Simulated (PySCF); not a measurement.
## Highest orbital energy against ionisation energy along group 14

Calculated with PySCF 2.14, no spin-orbit coupling. Each cell gives −ε(HOMO) / ΔSCF in eV; NIST values include spin-orbit coupling, (s) semi-empirical, (t) theoretical.

| species | UHF | LDA | PBE | PBE0 | r2SCAN | NIST (lowest levels) |
| --- | --- | --- | --- | --- | --- | --- |
| C²⁺ (def2-QZVPPD, non-relativistic) | 46.098 / 45.778 | 40.157 / 46.948 | 40.362 / 47.107 | 42.038 / 47.042 | 40.669 / 46.621 | 47.888 |
| Si²⁺ (def2-QZVPPD, non-relativistic) | 32.163 / 31.955 | 28.602 / 33.525 | 28.476 / 33.381 | 29.631 / 33.243 | 28.657 / 32.870 | 33.493 |
| Ge²⁺ (def2-QZVPPD, non-relativistic) | 31.963 / 31.719 | 29.156 / 34.263 | 28.779 / 33.863 | 29.802 / 33.508 | 29.072 / 33.497 | 34.058 |
| Sn²⁺ (def2-QZVPPD with the def2 core potential (28 electrons), ECP) | 28.789 / 28.535 | 26.617 / 31.279 | 26.167 / 30.791 | 27.058 / 30.420 | 26.378 / 30.459 | 30.506 |
| Pb²⁺ (def2-QZVPPD with the def2 core potential (60 electrons), ECP) | 30.101 / 29.765 | 27.830 / 32.606 | 27.384 / 32.100 | 28.328 / 31.752 | 27.575 / 31.843 | 31.937 |

How far is −ε(HOMO) from ΔSCF on average for each method, and why?

UHF 0.27 eV; LDA -5.25 eV; PBE -5.21 eV; PBE0 -3.82 eV; r2SCAN -4.59 eV. Hartree-Fock orbital energies lack relaxation and so exceed the ΔSCF value; semilocal functionals have convex E(N) from self-interaction, so their HOMO lies far too high; exact exchange moves hybrids part of the way back.
